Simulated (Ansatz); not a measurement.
Start from `CNCS[SiH3]` and change one atom or group to get `CN[CH2][GeH3]`.

Ansatz, PBE0-D4/def2-TZVP geometries, multiplicity 1. Each molecule was computed in one conformer, which needn't be the lowest.

Scalar relativity is left out up to krypton.

```csv
property,`CNCS[SiH3]`
HOMO–LUMO gap (ωB97M-V/def2-TZVPP) / eV,10.84
size of the dipole moment (ωB97M-V/def2-TZVPP) / D,1.00
size of the dipole moment (B3LYP/def2-TZVPP) / D,1.11
LUMO energy (B3LYP/def2-TZVPP) / eV,0.01
HOMO energy (B3LYP/def2-TZVPP) / eV,-6.48
HOMO energy (PBE0/def2-TZVPP) / eV,-6.71
```

Task: Give the same properties after the change, and the shifts. (Estimate.)

Result: Ansatz gave: 
| property | `CN[CH2][GeH3]` | shift |
| --- | --- | --- |
| HOMO–LUMO gap (ωB97M-V/def2-TZVPP) / eV | 11.19 | 0.35 |
| size of the dipole moment (ωB97M-V/def2-TZVPP) / D | 1.19 | 0.19 |
| size of the dipole moment (B3LYP/def2-TZVPP) / D | 1.20 | 0.09 |
| LUMO energy (B3LYP/def2-TZVPP) / eV | 0.48 | 0.47 |
| HOMO energy (B3LYP/def2-TZVPP) / eV | -6.32 | 0.16 |
| HOMO energy (PBE0/def2-TZVPP) / eV | -6.53 | 0.18 |

With PBE0 the HOMO rises by 0.18 eV and the LUMO rises by 0.55 eV, so the gap widens by about 0.37 eV. PBE moves the HOMO by 0.32 eV and ωB97M-V by 0.02 eV. Dipoles are sizes alone; their direction can turn.

B3LYP here is the variant with VWN-RPA as its local correlation; programs differ in this.
